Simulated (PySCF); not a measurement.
In(F)(Cl)(Me) (CH3ClFIn), SMILES [CH3][In]([F])[Cl].

The structure is a stationary point at PBE-D3(BJ)/def2-SVP. The def2 effective core potentials stand for the cores of In; spin–orbit coupling is left out.

Method: TDDFT-B3LYP/def2-SVPD (PySCF 2.14.0).

Vertical excitations. 

```
state  energy (eV)  λ (nm)      f                                                                 main pairs
-----  -----------  ------  -----  -------------------------------------------------------------------------
S1            5.22     238  0.036                                                             HOMO→LUMO 89 %
S2            5.36     231  0.011                                                           HOMO−1→LUMO 99 %
S3            5.67     219  0.004                                                           HOMO→LUMO+1 99 %
S4            5.92     209  0.083                                       HOMO−2→LUMO 46 %, HOMO−1→LUMO+1 42 %
S5            6.13     202  0.004                                                         HOMO−2→LUMO+1 98 %
S6            6.27     198  0.145                     HOMO−1→LUMO+1 46 %, HOMO−5→LUMO 26 %, HOMO−2→LUMO 22 %
S7            6.49     191  0.016                                                           HOMO−3→LUMO 97 %
S8            6.82     182  0.186   HOMO−4→LUMO 48 %, HOMO−5→LUMO 20 %, HOMO−2→LUMO 14 %, HOMO−3→LUMO+1 10 %
S9            7.07     175  0.150  HOMO−5→LUMO 41 %, HOMO−3→LUMO+1 24 %, HOMO−4→LUMO 15 %, HOMO−1→LUMO+1 7 %
S10           7.15     174  0.011                                                         HOMO−4→LUMO+1 94 %
T1            4.62     268      0                                           HOMO→LUMO 79 %, HOMO−2→LUMO 17 %
T2            5.05     245      0                                                           HOMO−1→LUMO 97 %
T3            5.05     245      0                                           HOMO−2→LUMO 80 %, HOMO→LUMO 18 %
T4            5.51     225      0                                                           HOMO→LUMO+1 94 %
```
Triplets are in the Tamm–Dancoff approximation, which puts them higher than full response would, so one can lie above its singlet here.
